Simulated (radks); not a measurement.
Values are calculated unless marked as measured or tabulated.
Question: Species: I IV. Configuration: [Kr] 4d10 5s2 5p2 (the NIST ground configuration). Level of theory: Dirac Kohn-Sham, BLYP, spin-unpolarised, spherical densities, finite nucleus; open shells fill j = l - 1/2 first; Fermi nuclear charge, rms radius 4.75 fm (a radial shooting solver on a logarithmic mesh with Libxc functionals). Some entries of the table are withheld. Estimate them.

| orbital | occ. | eigenvalue (Ry) | r(max) (bohr) | <1/r> (bohr^-1) |
|---|---|---|---|---|
| 1s1/2 | 2 | -2425.112 | 0.01754 | 56.84 |
| 2s1/2 | 2 | -376.5599 | 0.09925 | 13.26 |
| 2p1/2 | 2 | (1) | 0.07612 | 13.25 |
| 2p3/2 | 4 | (2) | 0.08091 | 12.22 |
| 3s1/2 | 2 | -77.85790 | 0.2859 | 4.729 |
| 3p1/2 | 2 | -68.31733 | (3) | 4.640 |
| 3p3/2 | 4 | -64.18423 | (4) | 4.386 |
| 3d3/2 | 4 | -47.35975 | 0.2299 | 4.241 |
| 3d5/2 | 6 | -46.49043 | 0.2329 | 4.176 |
| 4s1/2 | 2 | -15.57780 | 0.6805 | 1.903 |
| 4p1/2 | 2 | -12.24645 | 0.6982 | 1.793 |
| 4p3/2 | 4 | -11.43804 | 0.7225 | 1.710 |
| 4d3/2 | 4 | -6.07795 | 0.7723 | 1.460 |
| 4d5/2 | 6 | -5.95074 | 0.7809 | 1.439 |
| 5s1/2 | 2 | -3.38940 | 1.651 | 0.7152 |
| 5p1/2 | 2 | (5) | 1.841 | 0.6253 |
| 5p3/2 | 0 | (6) | 1.907 | 0.6015 |

Answer: 
(1) 2p1/2 eigenvalue (Ry): -353.4969
(2) 2p3/2 eigenvalue (Ry): -331.5296
(3) 3p1/2 r(max) (bohr): 0.2722
(4) 3p3/2 r(max) (bohr): 0.2829
(5) 5p1/2 eigenvalue (Ry): -2.57263
(6) 5p3/2 eigenvalue (Ry): -2.46648
